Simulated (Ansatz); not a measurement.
Program: Ansatz. Geometries: PBE0-D4/def2-TZVP. ΔE: electronic, gas phase. CBS: MP2 limit from def2 TZ/QZ plus the TZ coupled-cluster correction, frozen cores. Functionals use def2-TZVPP. Elements past krypton have def2 core potentials. For In, Mg outer-core shells are correlated without core-valence functions, which leaves a few kJ/mol of doubt a bond. One conformer a species, not always the lowest.

Reaction (redistribution): `C[CH](C)[Mg][NH2]` + `[NH2][In]([NH2])[Cl]` → `[NH2][Mg][Cl]` + `C[CH](C)[In]([NH2])[NH2]`

CCSD(T)/CBS gives -94.1 kJ/mol.

(1) Another level gave -93.1 kJ/mol. Which?
A. MP2/def2-TZVPP
B. BHLYP-D4/def2-TZVPP
C. CAM-B3LYP/def2-TZVPP
D. PBE-D4/def2-TZVPP

Largest T1 diagnostic among the species: 0.014.

## Answers

(1) B. BHLYP-D4 -93.1, MP2/def2-TZVPP -97.3, CAM-B3LYP -88.8, PBE-D4 -83.5 kJ/mol.

Leaving LDA and LC-ωPBE aside and taking each functional with its dispersion term where it has one, the values, not all of them listed here, spread over 10.6 kJ/mol, from r2SCAN0-D4 to B97M-V. LDA lies −5.3 kJ/mol from PBE without D4. From BLYP to BHLYP (50 % exact exchange), in def2-TZVPP and without D4, ΔE moves by −8.3 kJ/mol.
